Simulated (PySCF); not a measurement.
**C₆ coefficients of unlike pairs at UHF**

Calculated with PySCF 2.14 from the dipole response of each species, C₆(A,B) = (3/π) ∫ α_A(iu) α_B(iu) du, in atomic units, from isotropic polarisabilities. For ions this is the dispersion term alone; charge-induced terms of lower order in 1/R come first.

```tsv
species	configuration	basis	relativity	α (bohr³)	C₆ (like pair)
Si+	[Ne] 3s2 3p1 (2P)	dyall-acv3z (19s12p6d4f)	spin-free X2C	19.46	104.5
Sn(3+)	[Kr] 4d10 5s1 (2S)	aug-cc-pVQZ-PP with ECP28MDF (7s7p5d3f2g)	core potential	11.21	40.66
As+	[Ar] 3d10 4s2 4p2 (3P)	def2-TZVPPD (7s5p5d1f)	none	17.72	109.7
Cu+	[Ar] 3d10 (1S)	def2-QZVPPD (11s6p5d4f2g)	none	5.087	16.23
```

Task: Estimate C₆ for Cu+ with Sn(3+).

Result: The integral gives 24.76. The combination rule 2 C_A C_B / (C_A α_B/α_A + C_B α_A/α_B) gives 24.35 and the geometric mean 25.69.

No spin-orbit coupling is included.

The other pairs:

| pair | C₆ |
| --- | --- |
| Cu+, As+ | 39.41 |
| As+, Si+ | 106.3 |
| Sn(3+), Si+ | 63.84 |
| Cu+, Si+ | 36.92 |
| As+, Sn(3+) | 66.07 |
